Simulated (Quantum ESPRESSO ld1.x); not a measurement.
Q: The tellurium ion Te35+, 17 electrons, occupied as [Ne] 3s2 3p5. All-electron calculation, non-relativistic Kohn-Sham, LDA (Slater exchange, VWN5 correlation), spin-polarised, spherical densities, point nucleus; open shells are filled with parallel spins first; relativity is left out, which matters for an element this heavy. Program: ld1.x of Quantum ESPRESSO 7.5. Some entries of the table are withheld. Estimate them.

| orbital | occ. | eigenvalue (hartree) | r(max) (bohr) | <1/r> (bohr^-1) |
|---|---|---|---|---|
| 1s up | 1 | -1186.2061 | 0.019 | 51.43 |
| 1s down | 1 | -1186.1220 | 0.019 | 51.43 |
| 2s up | 1 | -235.1533 | 0.106 | 11.92 |
| 2s down | 1 | -235.0791 | 0.106 | 11.93 |
| 2p up | 3 | -225.6710 | (1) | 11.91 |
| 2p down | 3 | -225.5811 | (2) | 11.91 |
| 3s up | 1 | -89.5719 | (3) | 4.830 |
| 3s down | 1 | -89.3734 | (4) | 4.826 |
| 3p up | 3 | -86.0485 | 0.272 | 4.783 |
| 3p down | 2 | -85.8438 | 0.272 | 4.780 |

A: 
(1) 2p up r(max) (bohr): 0.083
(2) 2p down r(max) (bohr): 0.083
(3) 3s up r(max) (bohr): 0.287
(4) 3s down r(max) (bohr): 0.287
